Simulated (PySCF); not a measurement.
Several structures and their simulated spectra, in scrambled order.

A. 2,2-dimethylbutane (SMILES CCC(C)(C)C)
B. alpha-(trifluoromethyl)styrene (C=C(c1ccccc1)C(F)(F)F)
C. SMILES C(C)(=O)/C(F)=C/CF

Spectrum 1. $^{1}$H NMR (500 MHz, computed): δ 6.82 (m, 1H), 5.74 (m, 2H), 2.36 (s, 3H). $^{13}$C{$^{1}$H} NMR (computed): δ 195.7 (C), 162.4 (C), 126.6 (CH), 82.4 (CH2), 28.8 (CH3).

Spectrum 2. $^{1}$H NMR (500 MHz, computed): δ 7.83 (m, 2H), 7.73 (m, 2H), 7.70 (m, 1H), 6.35 (m, 1H), 6.11 (m, 1H). $^{13}$C{$^{1}$H} NMR (computed): δ 150.4 (C), 139.8 (C), 135.0 (CH), 134.2 (CH), 133.2 (C), 133.2 (CH), 127.4 (CH2).

Spectrum 3. $^{1}$H NMR (500 MHz, computed): δ 1.24 (q, 2H), 0.98 (t, 3H), 0.93 (s, 9H). $^{13}$C{$^{1}$H} NMR (computed): δ 40.4 (CH2), 32.3 (C), 30.7 (CH3), 10.9 (CH3).

- geometry from GFN2-xTB
- σ from GIAO-PBE0/pcSseg-1
- program: PySCF
- non-relativistic, fast rotation and ring inversion assumed for equivalent nuclei, one conformer, in vacuum

Referencing at the same level of theory: $^{1}$H and $^{13}$C against TMS. Splittings of carbon signals by F and P are missing where no couplings were computed. Where no couplings were computed, multiplicities follow the n + 1 count of equivalent neighbours, and m marks all less simple cases (inequivalent or close neighbours, rings, F or P nearby). Shifts are as computed. Against solution values, carbons near 30 ppm lie about +3 ppm off and those near 130 ppm about +5 ppm. Of 1211 compounds with measured shifts, 218 miss one by over three times the rms of a fit or turn the order of signals round; such compounds aren't used in these exercises.

Match each spectrum to its structure.

Results:

1–C, 2–B, 3–A.

- Spectrum 1 (C): 5 $^{13}$C signals; δC 195.7 is a ketone carbonyl carbon; δC 162.4 is an α carbon of a C=C–C=O unit.
- Spectrum 2 (B): 7 $^{13}$C signals; δC 150.4 is a fully substituted alkene carbon; δC 135.0 is an aromatic CH.
- Spectrum 3 (A): 4 $^{13}$C signals; δC 40.4 is an sp3 CH2; δC 32.3 is a quaternary sp3 carbon.
